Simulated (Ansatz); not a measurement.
Members of the series B-XY, Y = H; each row names its spin state. All species are isolated molecules in the gas phase. One relaxed conformer stands for each flexible species; it need not be the lowest. Strings in code marks are SMILES.

Quantity: adiabatic spin-state energy, in kcal/mol. The DFT solution of `[BH-]Cl`, `[BH-][AlH2]` and `[BH-]F` is unstable or spin-contaminated; the geometry comes from it. HF references are unrestricted for open shells and restricted for singlets. The restricted reference of `[BH-]F`, `[BH-]Cl` and `[BH-][AlH2]` is unstable towards unrestricted orbitals.

Level 1: frozen-core CCSD(T)/aug-cc-pVQZ // PBE0-D3(BJ)/def2-TZVPD (Ansatz, a quantum-chemistry and plane-wave program)
Level 2: HSE06/aug-cc-pVTZ // PBE0-D3(BJ)/def2-TZVPD (Ansatz)
Level 3: PBE/aug-cc-pVTZ // PBE0-D3(BJ)/def2-TZVPD (Ansatz)
Level 4: r2SCAN/aug-cc-pVTZ // PBE0-D3(BJ)/def2-TZVPD (Ansatz)

```csv
species,level 1,level 2,level 3,level 4
`[BH-]Cl`: multiplicity 3 minus multiplicity 1,12.0,4.88,5.70,1.21
`[BH-][AlH2]`: multiplicity 3 minus multiplicity 1,1.32,-4.03,-2.50,-5.95
`[BH-]F`: multiplicity 3 minus multiplicity 1,15.5,7.50,7.72,4.52
```
